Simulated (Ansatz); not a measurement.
Ansatz (a first-principles code) input for Br₂Mg, SMILES [Br][Mg-][Br], charge -1, multiplicity 2, PBE0/def2-TZVPD. Coordinates come from a B3LYP-D3(BJ)/def2-SVPD optimisation.

Ansatz 0.2 input:
```yaml
crystal:
  periodic: [false, false, false]
  atoms:
    - {symbol: Mg, position_ang: [0.00000000, 0.00000000, -1.09699284]}
    - {symbol: Br, position_ang: [0.00000000, 2.18681073, 0.18805592]}
    - {symbol: Br, position_ang: [0.00000000, -2.18681074, 0.18805592]}
basis:
  gaussian:
    orbitals: def2-TZVPD
hamiltonian:
  xc: {name: PBE0}
total_charge: -1
magnetization: {spin_polarized: true, initial_magnetization: 1}
```

Output:

```
WARN ansatz: RAYON_NUM_THREADS=1 ignored (pool sized by the plan → 1); use --threads N
Functional definition: PBE0
integrals: 0.12 GiB planned
1024 factors; integrals over basis functions are off by at most 7.1e-4 eV
mean field: 1.33 GiB planned
mean field evaluation 1: about -145523.0327 eV, gradient 1.2e1 eV
mean field evaluation 2: about -145523.2360 eV, gradient 1.0e1 eV
mean field evaluation 4: about -145523.4874 eV, gradient 6.6e-1 eV
mean field evaluation 8: about -145523.5286 eV, gradient 4.3e-2 eV
mean field evaluation 16: about -145523.5286 eV, gradient 4.5e-5 eV
mean field -145523.52863998 eV, -5347.8910381288 hartree, gradient 4.5e-5 eV, S^2 0.750873; 0 other end points of the search recorded, 0 dependent functions left out
reference -145523.52868035 eV, -5347.8910396125 hartree; 42, 41 occupied and 107, 108 virtual orbitals, 1024 factors
Total energy: -145523.52868035 eV, -5347.8910396125 hartree
```

The run converged.
